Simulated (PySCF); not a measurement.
A PySCF script (with the pyscf-properties extension) for the NMR shieldings of SMILES [BH3-][N@+]1(C)C[C@@H](C)C1, C$_{5}$H$_{14}$BN, on a GFN2-xTB geometry:

```python
import basis_set_exchange as bse
import numpy as np
from pyscf import gto, dft
from pyscf.prop import nmr

atoms = """
B    -1.677740   -0.286912   -1.392438
N    -0.790845    0.061715   -0.063192
C    -1.656411    0.510426    1.009317
C     0.346054    0.954936   -0.367567
C     1.311417   -0.235071   -0.293422
C     2.541826   -0.072636    0.578193
C     0.138560   -1.029365    0.295766
H    -0.906722   -0.667589   -2.219573
H    -2.448043   -1.135451   -1.059895
H    -2.215186    0.732603   -1.702607
H    -2.372846   -0.274770    1.242025
H    -1.080417    0.755915    1.907573
H    -2.206215    1.389678    0.679864
H     0.242236    1.450989   -1.329262
H     0.514215    1.694568    0.418607
H     1.593176   -0.594283   -1.282679
H     2.270143    0.270882    1.574587
H     3.222602    0.653039    0.138800
H     3.065322   -1.021290    0.673492
H     0.215483   -1.169642    1.376434
H    -0.115527   -1.970802   -0.184497
"""
names = dict.fromkeys(["B", "N", "C", "H"], "pcSseg-1")
basis = {el: gto.basis.parse(bse.get_basis(n, elements=[el], fmt="nwchem")) for el, n in names.items()}
mol = gto.M(atom=atoms, basis=basis, charge=0, verbose=0)
mf = dft.RKS(mol, xc="PBE0")
mf.grids.level = 2
mf.grids.alignment = dft.numint.BLKSIZE   # the property module wants whole blocks of grid points
mf.conv_tol = 1e-9
mf.kernel()

calc = nmr.RKS(mf)   # GIAO
C = mf.mo_coeff
Co = C[:, mf.mo_occ > 0]
resp = mf.gen_response(singlet=True, hermi=2)
def vind(x):   # induced exchange potential for any number of trial vectors
    d = np.einsum("pi,xij,qj->xpq", C, 2 * x.reshape(-1, C.shape[1], Co.shape[1]), Co, optimize=True)
    return np.einsum("xpq,pi,qj->xij", resp(d - d.transpose(0, 2, 1)), C, Co, optimize=True).ravel()
mo1, _ = nmr.rhf.solve_mo1(calc, with_cphf=vind)
sigma = calc.kernel(mo1)
for i, s in enumerate(sigma):   # ppm
    print("%2d %-2s %9.2f" % (i, mol.atom_pure_symbol(i), np.trace(s) / 3))
```

Q: What does it print?

A: 
```
 0 B     113.91
 1 N     216.58
 2 C     131.33
 3 C     118.37
 4 C     164.53
 5 C     164.23
 6 C     118.30
 7 H      29.31
 8 H      29.73
 9 H      29.73
10 H      28.86
11 H      29.58
12 H      28.85
13 H      27.76
14 H      28.91
15 H      28.98
16 H      30.93
17 H      30.43
18 H      30.42
19 H      28.91
20 H      27.77
```

These numbers come from an equivalent density-fitted implementation of the same equations, which agrees with the script to about 0.01 ppm for H and up to a few tenths of a ppm for heavy atoms, so last digits may differ.

Size and cost of the density-fitted run: 189 basis functions, 89 s wall time on 1 thread of an Intel Xeon, shared host; peak memory 0.85 GiB.
